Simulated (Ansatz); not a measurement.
Relaxation of CH$_{6}$B$_{2}$ClNSi (12 atoms, charge 0, multiplicity 1), to a largest force component of 0.015 eV/Å in at most 40 steps.

All numbers below come from Ansatz 0.2.0, RKS r2SCAN-D4/6-31G.

```xyz
12
Properties=species:S:1:pos:R:3
B -2.308 -0.403 0.217
B -0.714 -0.212 0.106
C 0.578 -0.893 0.805
Si 1.822 0.158 -0.146
Cl 2.693 1.591 1.082
N 0.201 0.725 -0.732
H -3.024 0.335 -0.449
H -2.795 -1.139 0.927
H 0.651 -0.709 1.836
H 0.705 -1.958 0.501
H 2.527 -0.539 -1.190
H 0.129 0.441 -1.751
```

Where does it end, and by what steps?

It converged. Limits of this set-up: no polarisation functions. After 21 steps the energy has fallen by 2.590 eV; H8 moved furthest, 1.34 Å.

```json
{"step": "0", "energy less start (eV)": "0.0000", "largest force component (eV/Å)": "5.205", "accepted": "yes"}
{"step": "1", "energy less start (eV)": "-1.3590", "largest force component (eV/Å)": "2.409", "accepted": "yes"}
{"step": "2", "energy less start (eV)": "-1.8819", "largest force component (eV/Å)": "1.649", "accepted": "yes"}
{"step": "3", "energy less start (eV)": "-2.0667", "largest force component (eV/Å)": "3.845", "accepted": "yes"}
{"step": "4", "energy less start (eV)": "-2.2969", "largest force component (eV/Å)": "0.977", "accepted": "yes"}
{"step": "5", "energy less start (eV)": "-2.2725", "largest force component (eV/Å)": "1.693", "accepted": "no"}
{"step": "6", "energy less start (eV)": "-2.3408", "largest force component (eV/Å)": "0.518", "accepted": "yes"}
{"step": "7", "energy less start (eV)": "-2.3638", "largest force component (eV/Å)": "0.114", "accepted": "yes"}
{"step": "8", "energy less start (eV)": "-2.3890", "largest force component (eV/Å)": "0.173", "accepted": "yes"}
{"step": "9", "energy less start (eV)": "-2.4201", "largest force component (eV/Å)": "0.457", "accepted": "yes"}
{"step": "10", "energy less start (eV)": "-2.4572", "largest force component (eV/Å)": "0.632", "accepted": "yes"}
{"step": "11", "energy less start (eV)": "-2.5225", "largest force component (eV/Å)": "0.226", "accepted": "yes"}
{"step": "12", "energy less start (eV)": "-2.5574", "largest force component (eV/Å)": "0.211", "accepted": "yes"}
{"step": "13", "energy less start (eV)": "-2.5374", "largest force component (eV/Å)": "0.378", "accepted": "no"}
{"step": "14", "energy less start (eV)": "-2.5727", "largest force component (eV/Å)": "0.196", "accepted": "yes"}
{"step": "15", "energy less start (eV)": "-2.5831", "largest force component (eV/Å)": "0.107", "accepted": "yes"}
{"step": "16", "energy less start (eV)": "-2.5874", "largest force component (eV/Å)": "0.148", "accepted": "yes"}
{"step": "17", "energy less start (eV)": "-2.5876", "largest force component (eV/Å)": "0.154", "accepted": "yes"}
{"step": "18", "energy less start (eV)": "-2.5878", "largest force component (eV/Å)": "0.150", "accepted": "yes"}
{"step": "19", "energy less start (eV)": "-2.5899", "largest force component (eV/Å)": "0.026", "accepted": "yes"}
{"step": "20", "energy less start (eV)": "-2.5900", "largest force component (eV/Å)": "0.015", "accepted": "yes"}
{"step": "21", "energy less start (eV)": "-2.5901", "largest force component (eV/Å)": "0.012", "accepted": "yes"}
```

```xyz
12
Properties=species:S:1:pos:R:3
B -2.254 -0.488 0.096
B -0.623 -0.208 -0.021
C 0.495 -0.814 1.013
Si 1.748 -0.017 -0.195
Cl 2.995 1.619 0.569
N 0.204 0.519 -0.946
H -2.981 0.221 0.740
H -2.769 -1.467 -0.375
H 0.482 -0.347 2.005
H 0.536 -1.901 1.137
H 2.680 -0.803 -1.073
H -0.049 1.083 -1.743
```

Whether the end is a true minimum wasn't checked by a vibrational analysis.

Time of the run: 6 min on 1 thread of Intel(R) Xeon(R) Processor @ 2.50GHz (Skylake/Cascade Lake), with other jobs on the host, peak memory 0.24 GiB.
